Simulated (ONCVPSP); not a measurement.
# scandium (Sc): one change to an ONCV potential, before and after

ONCVPSP 4.0.1 input, shortened (lines: element, Z, core and valence counts, functional; n l f; lmax; l rc ep ncon nbas qcut; lloc lpopt rc5 dvloc0; l nproj debl; icmod fcfact rcfact), PBEsol, fully relativistic:

```
  Sc 21.00    3    4  -116133      upf
    1    0    2.00
    2    0    2.00
    2    1    6.00
    3    0    2.00
    3    1    6.00
    3    2    1.00
    4    0    2.00
    2
    0    1.50    0.00    3    7    9.30
    1    1.55    0.00    4    8    9.90
    2    2.55    0.00    4    8    6.70
    4    5    1.10    0.00
    0    3    0.60
    1    2    0.70
    2    3    0.60
    1    0.20    0.00
```

Open shells are filled in proportion to 2j + 1.

In the p channel the program set the typed energies aside and used -1.226, 0.250 Ha (j = l + 1/2; the other j can differ).

All-electron outer shells of the reference configuration (PBEsol, scalar-relativistic, ld1.x):

```json
{"shell": "2p", "level (eV)": "-387.95", "outermost node (bohr)": "–", "outermost maximum (bohr)": "0.23"}
{"shell": "3s", "level (eV)": "-54.88", "outermost node (bohr)": "0.42", "outermost maximum (bohr)": "0.92"}
{"shell": "3p", "level (eV)": "-33.55", "outermost node (bohr)": "0.39", "outermost maximum (bohr)": "0.97"}
{"shell": "4s", "level (eV)": "-4.19", "outermost node (bohr)": "1.33", "outermost maximum (bohr)": "3.10"}
{"shell": "3d", "level (eV)": "-3.25", "outermost node (bohr)": "–", "outermost maximum (bohr)": "1.10"}
```

Change: s: qcut 5.9; p: qcut 6.3; d: qcut 4.3.

Cutoffs: the cutoffs (Ha) at which the residual kinetic energy of the hardest occupied pseudo-wave falls to 1 and 0.1 mHa per electron; they do not see the model core or the augmentation charge, which bear on the density cutoff. Errors are all-electron minus pseudo energies relative to the spin-unpolarised reference configuration.

Predict the effect on cutoff, ghosts and configuration errors.

The potential gets neither clearly harder nor softer (26 Ha and 32 Ha → 23 Ha and 37 Ha); the d channel sets the loose cutoff, while the largest relative change is in s, which becomes softer; of the 3 tests that both files solve, the error grows in 2 and shrinks in 1 by more than 15 % and 0.3 meV (median size 0.5 → 1.8 meV); neither file shows a bound ghost.

```csv
quantity,base,changed
"cutoff, loose",26 Ha,23 Ha
"cutoff, tight",32 Ha,37 Ha
loose cutoff by channel,"s 26 Ha, p 17 Ha, d 15 Ha","s 14 Ha, p 16 Ha, d 23 Ha"
bound ghosts,none,none
GHOST(+) flags under 300 eV,none,none
"tests counted (converged, no solver errors)",3 of 4,3 of 4
"error for 3s2 3p6 3d1 4s1, meV [ΔE 6.90 eV]",+0.5,+0.1
"error for 3s2 3p6 3d1 4s0, meV [ΔE 19.55 eV]",-0.2,-9.4
"error for 3s2 3p6 3d1 4s0 4p2, meV [ΔE 5.68 eV]",+0.5,-1.8
s: phases at 1.52 bohr within 0.05 rad from the reference energy up to (Ha; the scan ends near 5),to the end of the scan,to the end of the scan
p3/2: phases at 1.57 bohr within 0.05 rad from the reference energy up to (Ha; the scan ends near 5),to the end of the scan,to the end of the scan
p1/2: phases at 1.57 bohr within 0.05 rad from the reference energy up to (Ha; the scan ends near 5),to the end of the scan,to the end of the scan
d5/2: phases at 2.60 bohr within 0.05 rad from the reference energy up to (Ha; the scan ends near 5),3.8,3.5
d3/2: phases at 2.60 bohr within 0.05 rad from the reference energy up to (Ha; the scan ends near 5),3.8,3.5
"rms error of d²Exc/dni dnj with the model core, mHa",5.38,5.04
```

Base: Tests not counted: 3s2 3p6 3d0 4s0 (no result). These tests converged, but a pseudo level misses the all-electron one widely, so the file describes the atom poorly there or has found another state: 3s2 3p6 3d1 4s0 4p2: empty 4s by 10.2 eV. Changed file: Tests not counted: 3s2 3p6 3d0 4s0 (no result). These tests converged, but a pseudo level misses the all-electron one widely, so the file describes the atom poorly there or has found another state: 3s2 3p6 3d1 4s0 4p2: empty 4s by 10.2 eV.
